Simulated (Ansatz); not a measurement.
The Si5–H6 bond of BH5OSi (SMILES BO[SiH3]) is stretched (multiplicity 1, the rest rigid).
Geometry at rest (charge 0, multiplicity 1):
```xyz
8

B     -0.355     0.168     1.746
H     -1.122     0.723     2.474
H      0.516    -0.542     2.166
O     -0.489     0.357     0.418
Si     0.331    -0.201    -0.915
H      0.863     0.968    -1.643
H     -0.630    -0.934    -1.764
H      1.435    -1.094    -0.498
```

Frozen-core correlation.

Run with Ansatz (a quantum-chemistry and plane-wave program) with Gaussian orbitals. 

Energies above the point at 1.477 Å (the B3LYP-D3(BJ) bond length), FIC-MRCISD+Q on CASSCF(2,2)/cc-pV(T+d)Z (kcal/mol): 5.68 at 1.329 Å; 3.85 at 1.625 Å; 97.45 at 4.726 Å.

Q: Take the last value as the depth D of a Morse curve D(1 − e^(−a(R − R₀)))², fit a and R₀ to the two near points, and test it at 1.994 and 2.585 Å.

A: 
With D = 97.5, both near points (counted from the curve's value at 1.477 Å) are met by a = 1.48 Å⁻¹ and R₀ = 1.475 Å, so k = 2Da² = 429 kcal/(mol Å²). The curve then gives 28.1 and 63.5 kcal/mol; the level itself gives 28.9 and 68.6, so Morse is off by -0.8 and -5.1.
